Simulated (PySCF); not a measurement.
## Ionisation energy of Cu by level of theory

Cu [Ar] 3d10 4s1 (2S) → Cu⁺ [Ar] 3d10 (1S), as a difference of total energies. All numbers are calculated (PySCF 2.14, a scalar-relativistic core potential, in cc-pVTZ-PP with ECP10MDF (5s5p4d2f1g, 63 functions)). Correlated levels: valence: 3s2 3p6 frozen. The calculations carry no spin-orbit coupling.

| method | ionisation energy (eV) |
| --- | --- |
| UHF | 6.580 |
| BP86 | 8.459 |
| M06-L | 7.885 |
| MP2 (valence) | 7.476 |
| SCS-MP2 (valence) | 7.327 |

**Question.** How much does correlation contribute at MP2 (valence)?

**Answer.** 7.476 − (6.580) = 0.896 eV, measured against UHF.

Errors of the correlated levels include the incompleteness of this basis and the frozen core.

For comparison: 7.726 eV (measured; NIST Atomic Spectra Database, ionization energies).
